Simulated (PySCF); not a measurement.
**Correlation energy of Se²⁺ (selenium, charge +2)**

[Ar] 3d10 4s2 4p2, high-spin 3P determinant. Calculation: PySCF 2.14, in 6-31G* (5s4p3d, 32 functions); no relativity, point nucleus. Frozen: [Ar] 3d10; 4 electrons correlated.

MP2 pair energies summed by pair of shells (mhartree):

| pair | energy | share (%) |
| --- | --- | --- |
| 4s-4p | -26.92 | 61.3 |
| 4s-4s | -12.50 | 28.4 |
| 4p-4p | -4.51 | 10.3 |

Total MP2 correlation energy: -43.93 mhartree.

Same-spin part -6.79 and opposite-spin part -37.14 mhartree; SCS-MP2 scales them by 1/3 and 6/5 to -46.84 mhartree.

| level | correlation energy (mhartree) |
| --- | --- |
| CCSD | -61.11 |
| (T) | -0.61 |
| CCSD(T) | -61.72 |

Diagnostics: T1 = 0.0060, D1 = 0.0168, largest double amplitude 0.100.

Cost of the coupled-cluster step: 0.12 s of wall time on 1 thread of Intel(R) Xeon(R) Platinum 8375C CPU @ 2.90GHz (shared host), for 4 correlated electrons.

Iterations:

```
CC2 = 0
CCSD nocc = (np.int64(3), np.int64(1)), nmo = (18, 18)
frozen orbitals [[0, 1, 2, 3, 4, 5, 6, 7, 8, 9, 10, 11, 12, 13], [0, 1, 2, 3, 4, 5, 6, 7, 8, 9, 10, 11, 12, 13]]
max_cycle = 100
direct = 0
conv_tol = 1e-08
conv_tol_normt = 1e-06
diis_space = 8
diis_start_cycle = 0
Init t2, MP2 energy = -0.0439316054822722
Init E_corr(UCCSD) = -0.0439316055246512
cycle = 1  E_corr(UCCSD) = -0.0558508400553598  dE = -0.0119192345  norm(t1,t2) = 0.0438475
cycle = 2  E_corr(UCCSD) = -0.059283408046785  dE = -0.00343256799  norm(t1,t2) = 0.015733
cycle = 3  E_corr(UCCSD) = -0.0611201849451481  dE = -0.0018367769  norm(t1,t2) = 0.0066014
cycle = 4  E_corr(UCCSD) = -0.0611030984078649  dE = 1.70865373e-05  norm(t1,t2) = 0.000985952
cycle = 5  E_corr(UCCSD) = -0.0611116847636742  dE = -8.58635581e-06  norm(t1,t2) = 0.00012531
cycle = 6  E_corr(UCCSD) = -0.0611089173846452  dE = 2.76737903e-06  norm(t1,t2) = 1.41444e-05
cycle = 7  E_corr(UCCSD) = -0.0611098892499924  dE = -9.71865347e-07  norm(t1,t2) = 2.55039e-06
cycle = 8  E_corr(UCCSD) = -0.0611096444334003  dE = 2.44816592e-07  norm(t1,t2) = 7.18965e-07
cycle = 9  E_corr(UCCSD) = -0.0611096478787815  dE = -3.44538114e-09  norm(t1,t2) = 5.67869e-08
UCCSD converged
E(UCCSD) = -2398.503793145646  E_corr = -0.06110964787878147
UCCSD(T) correction = -0.000610006682076947
```
